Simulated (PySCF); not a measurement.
1-chloro-2-methylprop-1-ene (C4H7Cl), SMILES CC(C)=CCl. Geometry: PBE0-D3(BJ)/def2-SVP.

Computed equilibrium geometry at PBE0-D3(BJ)/def2-SVP (PySCF confirms it by a frequency run) as bond lengths and angles, and its point group:
point group Cs.
Atoms: C1 C2 C3 C4 Cl5 H6 H7 H8 H9 H10 H11 H12. Bond lengths (Å): C1–C2 1.499, C1–H6 1.099, C1–H7 1.103, C1–H8 1.103, C2–C3 1.495, C2–C4 1.339, C3–H9 1.097, C3–H10 1.103, C3–H11 1.103, C4–Cl5 1.731, C4–H12 1.092. Bond angles (°): C2–C1–H6 112.3, C2–C1–H7 110.7, C2–C1–H8 110.7, H6–C1–H7 108.2, H6–C1–H8 108.2, H7–C1–H8 106.7, C1–C2–C3 116.7, C1–C2–C4 119.4, C3–C2–C4 123.9, C2–C3–H9 111.9, C2–C3–H10 110.4, C2–C3–H11 110.4, H9–C3–H10 108.6, H9–C3–H11 108.6, H10–C3–H11 106.6, C2–C4–Cl5 124.6, C2–C4–H12 122.5, Cl5–C4–H12 112.8.
Charge 0, spin multiplicity 1.
